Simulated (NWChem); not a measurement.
Molecule: Si$_{2}$H$_{3}$Cl$_{2}$F; SMILES F[Si@H](Cl)[SiH2]Cl

```xyz
8

F      1.8225    -0.8547    -0.4624
Si     0.4517    -0.8046     0.4025
Cl    -0.6205    -2.5227     0.0099
Si    -0.8557     0.9927    -0.3262
Cl     0.1298     2.7556     0.1480
H      0.8243    -0.7894     1.8402
H     -1.0563     0.9178    -1.8005
H     -2.1749     0.9723     0.3676
```
Atoms are numbered in this order, from 1.

Program: NWChem. Coordinates come from a PBE0/def2-SVP optimisation. Level BLYP/def2-SVP: single points from the atomic guess with DIIS by default; each run changes one setting, and all converged runs end within 0.3 mHa of each other. cgmin counts macro-iterations, each dearer than a DIIS step. NWChem's automatic level shift, which a small gap switches on, acted in some of these runs.

Which setting needs the most SCF iterations, or fails (level shift of 0.5 Ha throughout; no DIIS, 40 % damping; defaults; core-Hamiltonian guess; quadratically convergent solver (cgmin); DIIS on 20 Fock matrices)?

no DIIS, 40 % damping, with 55 against 9 for the defaults.
```
setting                                  SCF iterations
---------------------------------------  --------------
defaults                                              9
quadratically convergent solver (cgmin)               5
core-Hamiltonian guess                               17
DIIS on 20 Fock matrices                              8
level shift of 0.5 Ha throughout                     13
no DIIS, 40 % damping                                55
```
